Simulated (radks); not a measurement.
The arsenic ion As3+, 30 electrons, occupied as [Ne] 3s2 3p5.75 3d10 4s2 4d0.25 (fractional occupations, a model configuration). Calculated with a radial shooting solver on a logarithmic mesh with Libxc functionals: Dirac Kohn-Sham, PBE, spin-unpolarised, spherical densities, finite nucleus; open shells are shared between the two j in proportion to 2j + 1; Fermi nuclear charge, rms radius 4.0968 fm.

Radial electron density D(r) = 4 pi r^2 rho(r):

| r (bohr) | D(r) (e/bohr) |
|---|---|
| 0.005305 | 6.952 |
| 0.006963 | 10.57 |
| 0.009213 | 15.69 |
| 0.01219 | 22.22 |
| 0.016 | 29.37 |
| 0.02117 | 36.18 |
| 0.02801 | 40.36 |
| 0.03677 | 40.23 |
| 0.04865 | 36.40 |
| 0.06437 | 33.08 |
| 0.08449 | 35.47 |
| 0.1118 | 43.38 |
| 0.1467 | 47.60 |
| 0.1942 | 40.23 |
| 0.2569 | 27.85 |
| 0.3372 | 25.02 |
| 0.4461 | 29.96 |
| 0.5903 | 28.01 |
| 0.7748 | 17.48 |
| 1.025 | 7.703 |
| 1.356 | 3.361 |
| 1.78 | 1.771 |
| 2.356 | 0.7410 |
| 3.092 | 0.2140 |
| 4.091 | 0.04726 |
| 5.413 | 0.007552 |
| 7.106 | 0.0005511 |

D(r) has 3 maxima, at r = 0.0318, 0.143, 0.491 bohr, and minima at 0.0670, 0.311 bohr, inside which lie 2.09, 10.99 electrons.
